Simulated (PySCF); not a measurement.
## Calculated data, B₂ClH₂, AlB₂H₅, AlB₂H₄, CH₆AlB

Calculation on a computer-drawn molecule: optimised geometry and harmonic frequencies of an isolated molecule of the commonest isotopes, restricted reference for singlets and unrestricted otherwise, frozen core in MP2. Program: PySCF 2.14.0.

Common to all runs: basis cc-pV(D+d)Z.

(1) B₂ClH₂

Start structure:
```xyz
5
B2ClH2
B     -0.2543     0.1504    -1.7425
B     -1.7956     0.1420    -0.9531
Cl    -3.2318     0.1340    -0.2175
H      0.6795    -0.2118    -1.1066
H     -0.2278     0.5179    -2.8703
```

It was run with charge 1, multiplicity 1 and method MP2.

The calculation gives: rotational constants 222.1, 4.353, 4.27 GHz; total energy -510.0077 hartree; convergence status largest gradient component 2.361e-05 hartree/bohr.

Drawn bonds:
| atom | other atom | order |
| --- | --- | --- |
| 1 | 2 | 1 |
| 2 | 3 | 1 |
| 1 | 4 | 1 |
| 1 | 5 | 1 |

Optimised structure:
```xyz
5
B2ClH2
B     -0.2594     0.1502    -1.7399
B     -1.7944     0.1418    -0.9535
Cl    -3.2329     0.1342    -0.2172
H      0.6847    -0.2137    -1.1030
H     -0.2280     0.5200    -2.8764
```

Modes:
| frequency (cm⁻¹) | reduced mass (dalton) |
| --- | --- |
| 236.4 | 2.719 |
| 259.5 | 5.018 |
| 574.5 | 5.988 |
| 749.2 | 1.538 |
| 935.1 | 1.383 |
| 1160 | 1.111 |
| 1340 | 11.65 |
| 2694 | 1.045 |
| 2827 | 1.135 |

(2) AlB₂H₅

Start structure:
```xyz
8
AlB2H5
B     -1.0055     0.3957    -0.8415
B     -2.1393    -0.4536    -0.2887
Al    -0.9439     0.2017     1.3730
H      0.1343    -0.0519    -1.0848
H     -1.0931     1.5191    -0.9998
H     -3.0707    -1.1803    -0.2507
H     -1.3351     1.4763     2.2358
H      0.0848    -0.5833     2.1795
```

It was run with charge 0, multiplicity 1 and method HF.

It finds rotational constants 31.09, 3.95, 3.815 GHz; total energy -294.1241 hartree; convergence status largest gradient component 2.102e-05 hartree/bohr.

Drawn bonds:
| atom | other atom | order |
| --- | --- | --- |
| 1 | 2 | 1 |
| 2 | 3 | 1 |
| 1 | 4 | 1 |
| 1 | 5 | 1 |
| 2 | 6 | 1 |
| 3 | 7 | 1 |
| 3 | 8 | 1 |

Optimised structure:
```xyz
8
AlB2H5
B     -0.9548     0.4209    -1.3656
B     -1.6966    -0.1949    -0.0133
Al    -1.0611     0.1410     2.0146
H     -0.0597    -0.1679    -1.9166
H     -1.2580     1.4964    -1.8162
H     -2.6750    -0.8916    -0.1503
H     -1.6267     1.3642     2.8515
H     -0.0366    -0.8445     2.7187
```

Modes:
| frequency (cm⁻¹) | reduced mass (dalton) |
| --- | --- |
| 143.6 | 3.036 |
| 151.3 | 1.114 |
| 284.2 | 1.057 |
| 442.8 | 1.175 |
| 493.7 | 2.841 |
| 505.8 | 1.109 |
| 554.6 | 1.361 |
| 740.6 | 1.151 |
| 839.9 | 1.073 |
| 843 | 1.581 |
| 953.3 | 3.267 |
| 1056 | 1.49 |
| 1262 | 1.275 |
| 1962 | 1.059 |
| 1966 | 1.025 |
| 2636 | 1.07 |
| 2653 | 1.076 |
| 2708 | 1.12 |

(3) AlB₂H₄

Start structure:
```xyz
7
AlB2H4
B     -2.7136     0.2117    -0.1057
B     -1.1916     0.3142    -0.4701
Al     0.8125     0.4449    -0.8706
H     -3.5351    -0.1593    -0.9709
H     -3.1346     0.4646     0.9104
H      1.6172     1.6748    -1.4451
H      1.8862    -0.7022    -0.7998
```

Here we set charge 0, multiplicity 2 and method HF.

Results for AlB₂H₄: rotational constants 84.84, 3.475, 3.338 GHz; total energy -293.5195 hartree; spin squared 0.7567; convergence status largest gradient component 2.209e-05 hartree/bohr.

Drawn bonds:
| atom | other atom | order |
| --- | --- | --- |
| 1 | 2 | 1 |
| 2 | 3 | 1 |
| 1 | 4 | 1 |
| 1 | 5 | 1 |
| 3 | 6 | 1 |
| 3 | 7 | 1 |

Optimised structure:
```xyz
7
AlB2H4
B     -2.7290     0.2045    -0.1398
B     -1.1388     0.3063    -0.4829
Al     0.9153     0.4366    -0.9266
H     -3.3258    -0.8305    -0.2828
H     -3.3359     1.1621     0.2630
H      1.6720     1.8103    -0.7286
H      1.6832    -0.8405    -1.4541
```

Modes:
| frequency (cm⁻¹) | reduced mass (dalton) |
| --- | --- |
| 155.1 | 4.126 |
| 175.6 | 1.85 |
| 273.2 | 1.008 |
| 440.5 | 1.165 |
| 463.8 | 5.715 |
| 608.6 | 1.176 |
| 689.7 | 1.82 |
| 830.3 | 1.071 |
| 927.6 | 1.358 |
| 1048 | 3.055 |
| 1265 | 1.437 |
| 1987 | 1.06 |
| 1989 | 1.024 |
| 2652 | 1.056 |
| 2720 | 1.121 |

(4) AlB₂H₄

Start structure:
```xyz
7
AlB2H4
B     -2.7290     0.2045    -0.1398
B     -1.1388     0.3063    -0.4829
Al     0.9153     0.4366    -0.9266
H     -3.3258    -0.8305    -0.2828
H     -3.3359     1.1621     0.2630
H      1.6720     1.8103    -0.7286
H      1.6832    -0.8405    -1.4541
```

It was run with charge 0, multiplicity 2 and method MP2.

The calculation gives: rotational constants 84.11, 3.478, 3.339 GHz; total energy -293.7213 hartree; spin squared 0.7567; convergence status largest gradient component 2.459e-05 hartree/bohr.

Drawn bonds:
| atom | other atom | order |
| --- | --- | --- |
| 1 | 2 | 1 |
| 2 | 3 | 1 |
| 1 | 4 | 1 |
| 1 | 5 | 1 |
| 3 | 6 | 1 |
| 3 | 7 | 1 |

Optimised structure:
```xyz
7
AlB2H4
B     -2.7237     0.2049    -0.1409
B     -1.1409     0.3054    -0.4827
Al     0.9185     0.4366    -0.9274
H     -3.3230    -0.8366    -0.2851
H     -3.3323     1.1693     0.2641
H      1.6649     1.8139    -0.7259
H      1.6775    -0.8446    -1.4539
```

Modes:
| frequency (cm⁻¹) | reduced mass (dalton) |
| --- | --- |
| 157.8 | 1.764 |
| 161.3 | 3.954 |
| 267.6 | 1.008 |
| 394.4 | 1.15 |
| 454.3 | 5.681 |
| 586.1 | 1.182 |
| 637.9 | 1.952 |
| 791.4 | 1.074 |
| 859.4 | 1.369 |
| 1039 | 2.075 |
| 1206 | 1.84 |
| 1969 | 1.024 |
| 1978 | 1.061 |
| 2604 | 1.057 |
| 2682 | 1.121 |

(5) CH₆AlB

Start structure:
```xyz
9
CH6AlB
B     -0.0652     1.1876     0.9205
C      1.1178     1.9323     0.6636
Al     2.0576     0.2624    -0.0254
H     -0.8534     0.9772     0.1001
H     -0.1535     0.5474     2.0212
H      1.1555     2.6797    -0.1746
H      1.7366     2.3311     1.4787
H      1.9160    -0.1678    -1.5144
H      2.9061    -0.6842     0.8653
```

Settings of this run: charge 0, multiplicity 1 and method HF.

It finds rotational constants 24.2, 5.103, 4.822 GHz; total energy -307.9450 hartree; convergence status largest gradient component 4.344e-05 hartree/bohr.

Drawn bonds:
| atom | other atom | order |
| --- | --- | --- |
| 1 | 2 | 1 |
| 2 | 3 | 1 |
| 1 | 4 | 1 |
| 1 | 5 | 1 |
| 2 | 6 | 1 |
| 2 | 7 | 1 |
| 3 | 8 | 1 |
| 3 | 9 | 1 |

Optimised structure:
```xyz
9
CH6AlB
B     -0.2404     1.2341     1.0335
C      1.1551     1.7327     0.6172
Al     2.2292     0.2316    -0.1162
H     -1.1488     1.2008     0.2430
H     -0.4389     0.7989     2.1392
H      1.1367     2.4553    -0.2068
H      1.7616     2.0999     1.4525
H      2.1699    -0.1020    -1.6595
H      3.1932    -0.5856     0.8321
```

Modes:
| frequency (cm⁻¹) | reduced mass (dalton) |
| --- | --- |
| 40.09 | 1.118 |
| 189.6 | 3.043 |
| 239.7 | 1.053 |
| 506.1 | 1.116 |
| 572.2 | 2.595 |
| 619.4 | 1.418 |
| 719.9 | 1.062 |
| 848.6 | 1.071 |
| 896.8 | 1.207 |
| 935.4 | 1.178 |
| 1058 | 2.742 |
| 1113 | 1.489 |
| 1172 | 1.268 |
| 1336 | 1.262 |
| 1526 | 1.163 |
| 1988 | 1.06 |
| 1993 | 1.024 |
| 2643 | 1.054 |
| 2703 | 1.126 |
| 3158 | 1.055 |
| 3224 | 1.106 |
